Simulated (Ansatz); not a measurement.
Cost and result for the atomization energy of CH₅InOS₂ (`C[O][In]([SH])[SH]`) (10 atoms, 9 bonds).

```xyz
10

C    -0.706    1.492   -0.273
O     0.274    0.830    0.480
In    0.607   -1.113    0.281
S     2.312   -1.984    1.663
S    -0.700   -2.327   -1.283
H    -0.526    1.434   -1.356
H    -0.697    2.552    0.002
H    -1.720    1.114   -0.080
H     2.541   -0.773    2.202
H    -1.385   -1.225   -1.637
```

The species carries charge 0 and has multiplicity 1. Correlated methods include outer-core shells of In, which these sets cover unevenly. In: def2 effective core potential. The geometry is a stationary point of PBE0-D4/def2-TZVP. It is one conformer, not always the lowest. Program: Ansatz. All runs use 4 threads of an Arm Neoverse V1 on a shared host. Times are those of one run each, without the atoms' runs, and a repeat can differ threefold. Electronic energies, without spin–orbit coupling; frozen cores. CCSD(T)/CBS adds CCSD(T) − MP2 in def2-TZVPP to the MP2 limit, and its time is that of the two runs behind it. T1 = 0.015. With those shells the extrapolation isn't a true limit. HSE06 is the plane-wave form, built on full-range PBE exchange.

CCSD(T)/CBS is a level of theory with its own doubt, some kJ/mol a heavy atom from the limit and from the frozen cores, so smaller differences don't rank the functionals.

```csv
level,functions,wall time,atomization (kJ/mol),difference from CCSD(T)/CBS,per bond
LDA (SPW92)/def2-TZVPP,266,1.6 s,3707.4,489.6,54.4
PBE-D4/def2-TZVPP (with forces),266,3.3 s,3254.4,36.6,4.1
PBE0-D4/def2-TZVPP,266,4.5 s,3186.8,-31.0,-3.4
HSE06-D4/def2-TZVPP,266,5.5 s,3189.4,-28.4,-3.2
BHLYP-D4/def2-TZVPP,266,5.5 s,3067.6,-150.2,-16.7
PBE-QIDH/def2-TZVPP,266,8.5 s,3166.1,-51.7,-5.7
B2PLYP/def2-TZVPP,266,8.5 s,3137.8,-80.0,-8.9
CCSD(T)/def2-SVP,115,11 s,2969.0,-248.8,-27.6
ωB97X-V/def2-TZVPP,266,12 s,3220.4,2.6,0.3
ωB97M-V/def2-TZVPP (with forces),266,17 s,3215.1,-2.7,-0.3
MP2/def2-QZVPP,486,30 s,3222.4,4.6,0.5
CCSD(T)/def2-TZVPP,266,6.3 min,3112.1,-105.7,-11.7
CCSD(T)/CBS(def2),–,6.8 min,3217.8,0.0,0.0
```

The D4 term adds +37.9 kJ/mol with B3LYP and +20.4 kJ/mol with PBE0; it sums over pairs of atoms, weighted by their polarisabilities, and B3LYP, whose exchange is more repulsive, gets the larger term. At CCSD(T), def2-SVP lies −248.8 kJ/mol from the extrapolated value and def2-TZVPP −105.7 kJ/mol: correlation converges slowly with the basis, and small sets miss more of it in the bonded molecule than in its fragments. From PBE to PBE0 (25 % exact exchange), in def2-TZVPP and without D4, the atomization energy moves by −64.5 kJ/mol: exact exchange takes away binding that semilocal exchange gives to molecules.

B3LYP here is the variant with VWN-RPA as its local correlation; programs differ in this.

Spin–orbit coupling would lower the free In atoms strongly, and the atomization energy with them, by more than many differences here.
